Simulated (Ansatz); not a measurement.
`[OH][Al]([SH])[AlH][F]` at its PBE0-D4/def2-TZVP geometry, where that method's forces vanish. The species carries charge 0 and has multiplicity 1.

```xyz
8

O    -2.1828   -0.6042   -0.3367
Al   -0.6352    0.0853   -0.3608
S    -0.2181    1.6920   -1.7923
Al    1.1631   -0.7667    1.2685
F     2.6043    0.0397    1.1154
H    -2.9134   -0.3547   -0.9005
H     1.0504    1.8150   -1.3629
H     1.1317   -1.9065    2.3693
```

(1) What forces (eV/Å) does r2SCAN-D4/def2-TZVPP give on these atoms in Ansatz 0.2.0? (An estimate is asked.)

Results:

(1) Ansatz gave: 
```
O1  -0.020 -0.011  0.002
Al2  0.036 -0.021  0.037
S3   0.008  0.042 -0.038
Al4 -0.029 -0.046  0.033
F5   0.029  0.018 -0.005
H6  -0.037 -0.005 -0.011
H7   0.005  0.004 -0.002
H8   0.008  0.019 -0.015
```
